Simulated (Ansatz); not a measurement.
Computed with PBE-D3(BJ)/def2-SVP run with Ansatz (a program for electronic structure). No frequencies were computed at this level.

Ansatz 0.2 input:
```yaml
crystal:
  periodic: [false, false, false]
  atoms:
    - { symbol: B, position_ang: [-1.723961, -0.742187, 0.026377] }
    - { symbol: C, position_ang: [-0.28428, -0.268919, 0.009877] }
    - { symbol: C, position_ang: [0.94253, -1.022659, 0.032994] }
    - { symbol: C, position_ang: [1.960074, -0.13784, 0.002475] }
    - { symbol: O, position_ang: [1.482876, 1.141843, -0.039343] }
    - { symbol: C, position_ang: [0.157322, 1.044958, -0.03426] }
    - { symbol: O, position_ang: [-0.533339, 2.188399, -0.07097] }
    - { symbol: H, position_ang: [-1.969909, -1.883001, 0.063911] }
    - { symbol: H, position_ang: [-2.59908, 0.042321, 0.001245] }
    - { symbol: H, position_ang: [1.018752, -2.089796, 0.068386] }
    - { symbol: H, position_ang: [3.025406, -0.247196, 0.004548] }
    - { symbol: H, position_ang: [-1.476393, 1.974078, -0.065241] }
basis:
  gaussian: { orbitals: def2-svp }
hamiltonian:
  xc: pbe
  dispersion: d3bj
relax:
  max_steps: 150
```

Output:

```
Functional definition: PBE
1362 factors; their error is unknown
mean field evaluation 1: about -8971.3519 eV, gradient 6.3e1 eV
mean field evaluation 2: about -8956.2182 eV, gradient 9.8e1 eV
mean field evaluation 4: about -8981.1520 eV, gradient 9.9e0 eV
mean field evaluation 8: about -8981.3986 eV, gradient 1.4e-1 eV
mean field evaluation 16: about -8981.3300 eV, gradient 2.1e-4 eV
mean field -8981.33000227 eV, -330.0577898191 hartree, gradient 2.0e-5 eV, S^2 0.000000; 0 other end points of the search recorded, 0 dependent functions left out
reference -8981.33003603 eV, -330.0577910600 hartree; 25, 25 occupied and 98, 98 virtual orbitals, 1362 factors
relax step   1: F+E_penalty+E_count = -8981.59972514 eV  Δ(F+E_penalty+E_count) = +0.000e0 eV  max|allowed force component| = 1.304e0 eV/Å  Δτ_max = 0.0000 Å  (32 SCF iters, accepted)
these checks for a lower state are left out or cut short: starts, cluster_reference, orbital_swaps, neighbouring_geometries, increment
1362 factors; their error is unknown
mean field -8981.45488260 eV, -330.0623790867 hartree, gradient 8.7e-6 eV, S^2 0.000000; 0 other end points of the search recorded, 0 dependent functions left out
reference -8981.45491681 eV, -330.0623803440 hartree; 25, 25 occupied and 98, 98 virtual orbitals, 1362 factors
relax step   2: F+E_penalty+E_count = -8981.72488592 eV  Δ(F+E_penalty+E_count) = -1.252e-1 eV  max|allowed force component| = 5.664e-1 eV/Å  Δτ_max = 0.0436 Å  (34 SCF iters, accepted)
these checks for a lower state are left out or cut short: starts, cluster_reference, orbital_swaps, neighbouring_geometries, increment
1362 factors; their error is unknown
mean field evaluation 32: about -8981.4784 eV, gradient 1.3e-4 eV
mean field -8981.47843839 eV, -330.0632447460 hartree, gradient 8.9e-6 eV, S^2 0.000000; 0 other end points of the search recorded, 0 dependent functions left out
reference -8981.47847289 eV, -330.0632460140 hartree; 25, 25 occupied and 98, 98 virtual orbitals, 1362 factors
relax step   3: F+E_penalty+E_count = -8981.74880360 eV  Δ(F+E_penalty+E_count) = -2.392e-2 eV  max|allowed force component| = 1.841e-1 eV/Å  Δτ_max = 0.0474 Å  (34 SCF iters, accepted)
these checks for a lower state are left out or cut short: starts, cluster_reference, orbital_swaps, neighbouring_geometries, increment
1362 factors; their error is unknown
mean field -8981.48091682 eV, -330.0633358265 hartree, gradient 9.1e-6 eV, S^2 0.000000; 0 other end points of the search recorded, 0 dependent functions left out
reference -8981.48095136 eV, -330.0633370961 hartree; 25, 25 occupied and 98, 98 virtual orbitals, 1362 factors
relax step   4: F+E_penalty+E_count = -8981.75149659 eV  Δ(F+E_penalty+E_count) = -2.693e-3 eV  max|allowed force component| = 5.835e-2 eV/Å  Δτ_max = 0.0280 Å  (35 SCF iters, accepted)
these checks for a lower state are left out or cut short: starts, cluster_reference, orbital_swaps, neighbouring_geometries, increment
1362 factors; their error is unknown
mean field -8981.48123154 eV, -330.0633473923 hartree, gradient 9.6e-6 eV, S^2 0.000000; 0 other end points of the search recorded, 0 dependent functions left out
reference -8981.48126605 eV, -330.0633486606 hartree; 25, 25 occupied and 98, 98 virtual orbitals, 1362 factors
relax step   5: F+E_penalty+E_count = -8981.75205666 eV  Δ(F+E_penalty+E_count) = -5.601e-4 eV  max|allowed force component| = 1.319e-1 eV/Å  Δτ_max = 0.0397 Å  (32 SCF iters, accepted)
these checks for a lower state are left out or cut short: starts, cluster_reference, orbital_swaps, neighbouring_geometries, increment
1362 factors; their error is unknown
mean field -8981.48228144 eV, -330.0633859757 hartree, gradient 9.1e-6 eV, S^2 0.000000; 0 other end points of the search recorded, 0 dependent functions left out
reference -8981.48231594 eV, -330.0633872434 hartree; 25, 25 occupied and 98, 98 virtual orbitals, 1362 factors
relax step   6: F+E_penalty+E_count = -8981.75315272 eV  Δ(F+E_penalty+E_count) = -1.096e-3 eV  max|allowed force component| = 1.325e-2 eV/Å  Δτ_max = 0.0098 Å  (35 SCF iters, accepted)
these checks for a lower state are left out or cut short: starts, cluster_reference, orbital_swaps, neighbouring_geometries, increment
1362 factors; their error is unknown
mean field -8981.48230447 eV, -330.0633868219 hartree, gradient 2.6e-5 eV, S^2 0.000000; 0 other end points of the search recorded, 0 dependent functions left out
reference -8981.48233897 eV, -330.0633880896 hartree; 25, 25 occupied and 98, 98 virtual orbitals, 1362 factors
relax step   7: F+E_penalty+E_count = -8981.75315957 eV  Δ(F+E_penalty+E_count) = -6.848e-6 eV  max|allowed force component| = 4.082e-3 eV/Å  Δτ_max = 0.0016 Å  (24 SCF iters, accepted)
1362 factors; their error is unknown
mean field evaluation 64: about -8981.4823 eV, gradient 2.6e-5 eV
mean field -8981.48230447 eV, -330.0633868219 hartree, gradient 2.6e-5 eV, S^2 0.000000; 1 other end points of the search recorded, 0 dependent functions left out
reference -8981.48233897 eV, -330.0633880896 hartree; 25, 25 occupied and 98, 98 virtual orbitals, 1362 factors
Total energy: -8981.75319406 eV, -330.0733418309 hartree
Atom 0 at    -1.730273    -0.718703     0.025536 Å, force     0.002285     0.000669     0.000045 eV/Å
Atom 1 at    -0.279313    -0.317116     0.010618 Å, force    -0.000071     0.000232     0.000125 eV/Å
Atom 2 at     0.983230    -1.048184     0.033586 Å, force     0.000881    -0.001102     0.000016 eV/Å
Atom 3 at     1.989951    -0.132382     0.002427 Å, force     0.001601    -0.001569     0.000131 eV/Å
Atom 4 at     1.465063     1.163536    -0.039872 Å, force    -0.004082    -0.001847    -0.000122 eV/Å
Atom 5 at     0.136807     1.027780    -0.034197 Å, force     0.000952     0.001276     0.000135 eV/Å
Atom 6 at    -0.553279     2.156907    -0.070838 Å, force    -0.003600     0.001038    -0.000076 eV/Å
Atom 7 at    -2.112154    -1.871448     0.064233 Å, force    -0.000198     0.000662    -0.000149 eV/Å
Atom 8 at    -2.580075     0.172118    -0.002991 Å, force    -0.000092    -0.000600    -0.000071 eV/Å
Atom 9 at     1.097545    -2.137393     0.069441 Å, force     0.000343     0.000061     0.000047 eV/Å
Atom 10 at     3.082236    -0.182246     0.003117 Å, force    -0.000140    -0.000120    -0.000078 eV/Å
Atom 11 at    -1.499739     1.887131    -0.061060 Å, force     0.002123     0.001299    -0.000002 eV/Å
Dipole moment:     0.115441     0.035175    -0.001312 e Å
```

Cost: around 25 core-seconds (rough).
